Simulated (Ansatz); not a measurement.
Reaction (cleavage of the Al–Si bond): `[NH2][Al]([OH])[SiH3]` + NH₃ → `[NH2][Al]([NH2])[OH]` + SiH₄

Calculated with Ansatz (gas phase, PBE0-D4/def2-TZVP geometries, no zero-point term in ΔE). CCSD(T)/CBS adds triple-zeta CCSD(T) − MP2 to the extrapolated MP2 energy (def2 sets, frozen cores). This one scheme is used for every species. Functionals use def2-TZVPP. Each species was taken in one conformer, which may not be the lowest.

```csv
level,ΔE (kJ/mol),difference from CCSD(T)/CBS
r2SCAN-D4,-69.4,4.4
r2SCANh-D4,-70.4,3.4
PBE,-51.9,21.9
revPBE,-50.5,23.3
BLYP,-69.4,4.4
CAM-B3LYP,-80.9,-7.1
HF/def2-SVP,-87.9,-14.1
CCSD(T)/def2-SVP,-72.0,1.8
HF/def2-QZVPP,-92.0,-18.2
MP2/CBS(def2),-82.4,-8.6
CCSD(T)/CBS,-73.8,0
```

Largest T1 diagnostic among the species: 0.013.

In def2-TZVPP, CCSD(T) changes the Hartree–Fock value by +17.5 kJ/mol (the triples alone add +3.0 kJ/mol) and MP2 by +8.9 kJ/mol. Leaving LDA and LC-ωPBE aside and taking each functional with its dispersion term where it has one, the values, not all of them listed here, spread over 28.7 kJ/mol, from BHLYP-D4 to PBE-D4. LDA lies −4.8 kJ/mol from PBE without D4.
